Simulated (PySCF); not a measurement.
Species: sum formula H$_{3}$BO$_{2}$Cl (charge +1, singlet). It need not be the lowest isomer of its formula. SMILES: OB([OH2+])Cl
Geometry from a B3LYP-D3(BJ)/def2-TZVP (Ansatz) optimisation:
```
B
O 1 1.3073
H 2 0.9639 1 127.71
O 1 1.5083 2 119.19 3 0.00
H 4 0.9740 1 126.16 2 0.00
H 4 0.9757 5 114.05 1 -180.00
Cl 1 1.7084 2 128.45 3 180.00
```
Charge +1, spin multiplicity 1.

Dispersion corrections to the total energy (kcal/mol) from the dftd3 and dftd4 libraries through PySCF: D3(BJ) without and D4 with the three-body term, each with the damping fitted for the functional named.

| functional | D3(BJ) | D4 |
|---|---|---|
| TPSS | -3.26 | -3.06 |
| B3LYP | -4.54 | -3.66 |
| PBE | ? | -2.25 |
| r2SCAN | ? | -0.52 |
| BP86 | -4.10 | -2.96 |
| PW6B95 | -1.27 | -2.01 |
| TPSSh | -2.98 | ? |

**Question.** What belongs in the gaps?

**Answer.** 
- PBE, D3(BJ): -2.59
- r2SCAN, D3(BJ): -0.69
- TPSSh, D4: -2.76
